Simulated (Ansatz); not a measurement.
`[NH2][Ti]([Cl])([Cl])[Cl]` + HBr → `[Cl][Ti]([Cl])([Cl])[Br]` + NH₃ at 400 K and 1 bar (ligand exchange at a Ti–N bond).

Program: Ansatz. Geometries: PBE0-D4/def2-TZVP. ΔE: electronic, gas phase. CCSD(T)/CBS adds triple-zeta CCSD(T) − MP2 to the extrapolated MP2 energy (def2 sets, frozen cores). This one scheme is used for every species. For Br, Ti outer-core shells are correlated without core-valence functions, which leaves a few kJ/mol of doubt a bond. Scalar relativity is left out up to krypton. One conformer a species, not always the lowest.

```tsv
species	CCSD(T)/CBS energy (Eh)	H − E (kJ/mol)	S (J/(mol·K))
`[NH2][Ti]([Cl])([Cl])[Cl]`	-2284.39597	111.5	425.7
HBr	-2573.91920	27.6	207.2
`[Cl][Ti]([Cl])([Cl])[Br]`	-4801.83441	46.3	405.1
NH₃	-56.50880	104.2	203.1
```

H − E and S are ideal-gas, rigid-rotor, harmonic terms from PBE0-D4/def2-TZVP, for one conformer and one mirror image of each species. 1 Eh = 2625.50 kJ/mol, R = 8.31446 J/(mol·K).

Question: By hand: ΔE, ΔH, ΔS and ΔG.

Answer: ΔE = (-4801.83441) + (-56.50880) − (-2284.39597) − (-2573.91920) = -0.02804 Eh = -73.6 kJ/mol. Δ(H − E) = 46.3 + 104.2 − 111.5 − 27.6 = 11.4, so ΔH = -62.2 kJ/mol. ΔS = 405.1 + 203.1 − 425.7 − 207.2 = -24.7 J/(mol·K). ΔG = -62.2 − 400 × (-24.7)/1000 = -52.3 kJ/mol.

Question: By hand: the equilibrium constant, and the temperature at which ΔG would vanish if ΔH and ΔS stayed fixed.

Answer: log₁₀ K = −ΔG/(RT ln 10) = 6.8. ΔG = 0 at ΔH/ΔS = 2518 K, far beyond where these terms or the molecules hold.

ΔH outweighs TΔS. A doubt of 5 kJ/mol in ΔE shifts log₁₀ K by 0.7 here. Other conformers and mirror images would add mixing entropy, several J/(mol·K) or more a flexible species. Modes under 60 cm⁻¹, often nearly free rotors, make the harmonic entropy too high. These are equilibria of isolated gas molecules and say nothing of rates. Largest T1 diagnostic: 0.025 (customary marks: 0.02 for closed shells, 0.045 for open ones).
